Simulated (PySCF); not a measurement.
Zirconium: a sound run and one with changed settings

Sound run: Zr⁺ [Kr] 4d2 5s1, Zr²⁺ [Kr] 4d2. Calculation: PySCF 2.14, in def2-TZVP with the def2 core potential (28 electrons) (6s4p3d1f, 40 functions); scalar relativity through the core potential. The sound run starts from symmetry-adapted Hartree-Fock orbitals and uses a fine grid where one is needed.

Changed run: initial guess atom, at most 5 SCF cycles. This setting is unsound on purpose.

```csv
species,method,sound run (hartree),changed run (hartree),converged
Zr⁺,UHF,-46.25178,-46.24954,no
Zr⁺,BP86,-46.71336,-46.71336,no
Zr⁺,MN15,-46.56247,-46.56252,no
Zr²⁺,UHF,-45.79964,-45.71366,no
Zr²⁺,BP86,-46.21671,-46.21671,no
Zr²⁺,MN15,-46.08355,-46.08333,no
```

The SCF was stopped early; the energies are upper bounds that still move, and correlated levels were skipped or rest on poor orbitals.
